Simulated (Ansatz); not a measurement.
Ag5Te2⁺, relaxed as a singlet with RKS PBE-D4/def2-SVP in Ansatz, starting from the GFN1-xTB geometry. Force threshold 0.02 eV/Å.

In the def2 sets Ag, Te take a core potential; there is no spin–orbit coupling. The relaxation made no stability test and no search for a lower SCF solution. No other spin state of charge 1 was run. Another isomer (singlet) lies 0.04 eV lower at PBE0-D4/def2-TZVP; other spin states weren't run for this one.

Start:

```xyz
7

Ag    1.3567   -0.1330    1.3161
Ag   -0.1855    1.1160   -0.7956
Ag    1.7585   -3.1418   -2.6461
Ag   -1.4488   -1.0411    0.6711
Ag   -1.2853    3.3514    0.4310
Te    0.6828   -1.4426   -0.9513
Te   -0.8783    1.2912    1.9748
```

Q: Estimate the energy that the relaxation releases and the steps that it takes.

A: 0.37 eV, in 17 steps; 81 s on 4 threads of Arm Neoverse V1 on a shared host. No frequencies were taken in this run, so the end may be a saddle point.

Q: Does the start keep its bonding?

A: By distances, no bond broke or formed, bridged metal pairs apart. The bond that changes most is Ag2–Te6, from 2.71 to 2.99 Å (atoms count from 1). Metal–metal contacts that move far: Ag2–Ag3 5.03 to 2.81 Å.

Q: Predict the relaxed structure.

A: 
```csv
atom,x (Å),y (Å),z (Å)
Ag1,1.3623,-0.1407,1.5162
Ag2,0.0609,0.4757,-0.8775
Ag3,1.1168,-1.4024,-2.6880
Ag4,-1.4870,-1.1177,0.8195
Ag5,-0.9733,3.0327,-0.3440
Te6,0.8605,-2.3296,-0.2233
Te7,-0.9401,1.4820,1.7971
```
Bond lengths (bridged metal pairs left out): 8 × Ag–Te 2.64 to 3.03 Å.
